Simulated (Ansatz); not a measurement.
Input file for Ansatz (an electronic-structure program): R-BHLYP/def2-TZVPP on HF (SMILES F).

Ansatz 0.2 input:
```yaml
crystal:
  periodic: [false, false, false]
  atoms:
    - {symbol: F, position_ang: [0.00000000, 0.00000000, -0.46223990]}
    - {symbol: H, position_ang: [-0.00000000, -0.00000000, 0.46223990]}
basis:
  gaussian:
    orbitals: def2-TZVPP
hamiltonian:
  xc: {name: BHLYP}
scf: {lower_state_search: off}
```

Program output:

```
WARN ansatz: RAYON_NUM_THREADS=4 ignored (pool sized by the plan → 4); use --threads N
Functional definition: BHLYP
these checks for a lower state are left out or cut short: stability, starts, cluster_reference, orbital_swaps, neighbouring_geometries, increment
integrals: 0.00 GiB planned
234 factors; their error is unknown
mean field: 0.08 GiB planned
mean field evaluation 1: about -2732.1480 eV, gradient 3.0e1 eV
mean field evaluation 2: about -2731.9688 eV, gradient 3.4e1 eV
mean field evaluation 4: about -2733.3996 eV, gradient 1.7e-1 eV
mean field evaluation 8: about -2733.4297 eV, gradient 2.4e-3 eV
mean field -2733.42972688 eV, -100.4516896777 hartree, gradient 6.7e-7 eV, S^2 0.000000; 0 other end points of the search recorded, 0 dependent functions left out
reference -2733.42978774 eV, -100.4516919141 hartree; 5, 5 occupied and 40, 40 virtual orbitals, 234 factors
Total energy: -2733.42978774 eV, -100.4516919141 hartree
Checks for a lower state left out: stability, starts, cluster_reference, orbital_swaps, neighbouring_geometries, increment
```

The calculation finished and met its thresholds.

Cost: around 0.14 core-seconds (rough).
